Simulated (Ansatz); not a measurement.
Consider the ligand exchange at the Al–S bond: `[F][Al]([F])[SH]` + `N=C=O` → `O=C=[N][Al]([F])[F]` + H₂S.

Calculated with Ansatz (gas phase, PBE0-D4/def2-TZVP geometries, no zero-point term in ΔE). CCSD(T)/CBS is the MP2 limit (def2-TZVPP, def2-QZVPP) plus CCSD(T) − MP2 in def2-TZVPP, frozen cores. This one scheme is used for every species. Functionals use def2-TZVPP. B3LYP here is the variant with VWN-RPA as its local correlation; programs differ in this. HSE06 is defined as in plane-wave codes. One conformer a species, not always the lowest.

`[F][Al]([F])[SH]`:

Cartesian coordinates in Å:
```
F 1.292 -0.090 -1.235
Al 0.249 0.529 -0.134
F 0.262 2.137 0.165
S -1.131 -0.742 0.922
H -0.672 -1.834 0.282
```

`N=C=O`:

```xyz
4

N     0.379   -0.661    0.077
C    -0.365    0.243   -0.222
O    -1.142    1.020   -0.597
H     1.128   -0.602    0.743
```

`O=C=[N][Al]([F])[F]`:

Cartesian coordinates in Å:
```
O -0.756 0.543 2.758
C -0.453 0.322 1.658
N -0.141 0.094 0.526
Al 0.308 -0.220 -1.124
F -0.070 -1.642 -1.828
F 1.113 0.903 -1.991
```

H₂S:

Z-matrix (Å, degrees):
```
S
H 1 1.341
H 1 1.341 2 92.3
```

```json
{"level": "revPBE-D4", "ΔE (kcal/mol)": "-3.6", "difference from CCSD(T)/CBS": "2.7"}
{"level": "B97M-V", "ΔE (kcal/mol)": "-5.8", "difference from CCSD(T)/CBS": "0.5"}
{"level": "B3LYP-D4", "ΔE (kcal/mol)": "-6.8", "difference from CCSD(T)/CBS": "-0.5"}
{"level": "r2SCAN0-D4", "ΔE (kcal/mol)": "-6.2", "difference from CCSD(T)/CBS": "0.1"}
{"level": "HSE06-D4", "ΔE (kcal/mol)": "-4.7", "difference from CCSD(T)/CBS": "1.6"}
{"level": "BHLYP-D4", "ΔE (kcal/mol)": "-8.3", "difference from CCSD(T)/CBS": "-2.0"}
{"level": "CAM-B3LYP-D4", "ΔE (kcal/mol)": "-7.6", "difference from CCSD(T)/CBS": "-1.3"}
{"level": "ωB97X-V", "ΔE (kcal/mol)": "-6.3", "difference from CCSD(T)/CBS": "0.0"}
{"level": "ωB97M-V", "ΔE (kcal/mol)": "-6.1", "difference from CCSD(T)/CBS": "0.2"}
{"level": "BLYP", "ΔE (kcal/mol)": "-5.7", "difference from CCSD(T)/CBS": "0.6"}
{"level": "r2SCANh", "ΔE (kcal/mol)": "-5.6", "difference from CCSD(T)/CBS": "0.7"}
{"level": "BHLYP", "ΔE (kcal/mol)": "-8.4", "difference from CCSD(T)/CBS": "-2.1"}
{"level": "CCSD(T)/def2-SVP", "ΔE (kcal/mol)": "-9.1", "difference from CCSD(T)/CBS": "-2.8"}
{"level": "SCS-MP2/def2-TZVPP", "ΔE (kcal/mol)": "-7.9", "difference from CCSD(T)/CBS": "-1.6"}
{"level": "HF/def2-QZVPP", "ΔE (kcal/mol)": "-11.0", "difference from CCSD(T)/CBS": "-4.7"}
{"level": "CCSD/CBS(def2)", "ΔE (kcal/mol)": "-7.2", "difference from CCSD(T)/CBS": "-0.9"}
{"level": "CCSD(T)/CBS", "ΔE (kcal/mol)": "-6.3", "difference from CCSD(T)/CBS": "0"}
```

Largest T1 diagnostic among the species: 0.018.

Leaving LDA and LC-ωPBE aside and taking each functional with its dispersion term where it has one, the values, not all of them listed here, spread over 5.1 kcal/mol, from BHLYP-D4 to PBE-D4. At CCSD(T), def2-SVP lies −2.8 kcal/mol from the extrapolated value and def2-TZVPP −0.8 kcal/mol. In def2-TZVPP, CCSD(T) changes the Hartree–Fock value by +3.7 kcal/mol (the triples alone add +0.9 kcal/mol) and MP2 by +3.7 kcal/mol.
